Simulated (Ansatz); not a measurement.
Basis-set series for `O/C=C/[SiH3]`. Charge 0, multiplicity 1. All single points use the PBE0-D4/def2-TZVP geometry. It is one conformer, not always the lowest.

```csv
functional,basis,functions,energy (Eh),HOMO (eV),LUMO (eV)
PBE0-D4,def2-SVP,90,-444.00662,-6.97,0.37
PBE0-D4,def2-QZVPP,421,-444.30592,-7.10,0.07
ωB97M-V,def2-SVP,90,-444.20497,-9.15,2.56
ωB97M-V,def2-QZVPP,421,-444.51140,-9.30,1.55
```

Question: Give the rows for def2-TZVPP. (Best estimate.)

Answer: Ansatz gave: 
| functional | basis | functions | energy (Eh) | HOMO (eV) | LUMO (eV) |
| --- | --- | --- | --- | --- | --- |
| PBE0-D4 | def2-TZVPP | 219 | -444.28737 | -7.08 | 0.15 |
| ωB97M-V | def2-TZVPP | 219 | -444.49397 | -9.28 | 2.27 |

Positive LUMOs are unbound and depend on the basis.
